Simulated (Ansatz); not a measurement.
F$_{3}$Si (SMILES F[Si](F)F), doublet, geometry from GFN2-xTB. Base run: Ansatz (a first-principles code) with SVWN5/def2-TZVP.

Input for Ansatz:
Ansatz 0.2 input:
```yaml
crystal:
  periodic: [false, false, false]
  atoms:
    - {symbol: F, position_ang: [1.45897544, 0.00611585, -0.16670084]}
    - {symbol: Si, position_ang: [-0.01625899, -0.01100853, 0.42782874]}
    - {symbol: F, position_ang: [-0.71842192, 1.26220476, -0.21712895]}
    - {symbol: F, position_ang: [-0.71526175, -1.25119624, -0.28168158]}
basis:
  gaussian:
    orbitals: def2-TZVP
hamiltonian:
  xc: {name: SVWN5}
magnetization: {spin_polarized: true, initial_magnetization: 1}
```

Each row names what was changed in the base input (with any setting that the change needs).

```
change                                                          ΔE vs base (kcal/mol)
--------------------------------------------------------------  ---------------------
base                                                                            0.000
forces = on                                                                     0.000
fitting.mean_field = cc-pVTZ-JKFIT                                             -0.015
point_charge = charge:0.5 position_ang:3.4391, -2.5023, 1.2884                  0.042
fitting.mean_field = def2-universal-JKFIT                                      -0.034
lower_state_search = light                                                      0.000
final_grid = 6, 12, 29                                                          0.004
point_charge = charge:1.0 position_ang:3.9667, 2.0457, -0.1067                  -4.05
point_charge = charge:-1.0 position_ang:0.184, 4.4552, 0.1108                  -0.622
final_grid = 4, 8, 17                                                          -0.071
nuclear_model = gaussian                                                        0.150
```
